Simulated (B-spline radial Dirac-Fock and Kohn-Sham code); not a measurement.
**Muonic isotope shifts in lead**

Model: the Dirac equation of a negative muon with reduced mass in the field of a spherical finite nucleus, with the Uehling potential to all orders; nuclear polarisation, deformation, hyperfine structure, self-energy, higher-order vacuum polarisation, relativistic recoil and electron screening are left out. Program: a radial B-spline solver. Nuclear charge: Fermi distribution (skin thickness 2.3 fm); radii from Angeli and Marinova (2013). Reference ¹⁹⁸Pb, radius 5.4524 fm: 2p3/2 → 1s1/2 6010 keV, 3d5/2 → 2p3/2 2504 keV.

```
  A  radius (fm)  δ⟨r²⟩ (fm²)  shift 2p3/2 → 1s (keV)  shift 3d5/2 → 2p3/2 (keV)
182       5.3788       -0.797                  +69.09                      +6.96
183       5.3869       -0.710                  +61.42                      +6.20
184        5.393       -0.644                  +55.66                      +5.62
185       5.3984       -0.586                  +50.57                      +5.11
186       5.4027       -0.539                  +46.52                      +4.70
187       5.4079       -0.483                  +41.62                      +4.21
188       5.4139       -0.418                  +35.98                      +3.64
189       5.4177       -0.377                  +32.42                      +3.28
190       5.4222       -0.328                  +28.20                      +2.86
191       5.4229       -0.321                  +27.55                      +2.80
192         5.43       -0.244                  +20.90                      +2.12
193        5.431       -0.233                  +19.96                      +2.03
194       5.4372       -0.166                  +14.17                      +1.44
195       5.4389       -0.147                  +12.58                      +1.28
196       5.4444       -0.087                   +7.45                      +0.76
197       5.4446       -0.085                   +7.27                      +0.75
199       5.4529       +0.005                   -0.46                      -0.04
200       5.4611       +0.095                   -8.09                      -0.83
201       5.4629       +0.115                   -9.76                      -1.00
202       5.4705       +0.198                  -16.81                      -1.73
203       5.4727       +0.222                  -18.84                      -1.93
204       5.4803       +0.305                  -25.88                      -2.66
205       5.4828       +0.332                  -28.19                      -2.90
206       5.4902       +0.414                  -35.02                      -3.61
207       5.4943       +0.459                  -38.80                      -4.00
208       5.5012       +0.535                  -45.15                      -4.67
209         5.51       +0.631                  -53.24                      -5.52
210       5.5208       +0.751                  -63.14                      -6.56
211        5.529       +0.841                  -70.64                      -7.36
212       5.5396       +0.959                  -80.32                      -8.39
214       5.5577       +1.159                  -96.79                     -10.15
```

Values without a named source are computed, but for edge energies of neutral atoms, which are taken from tables.
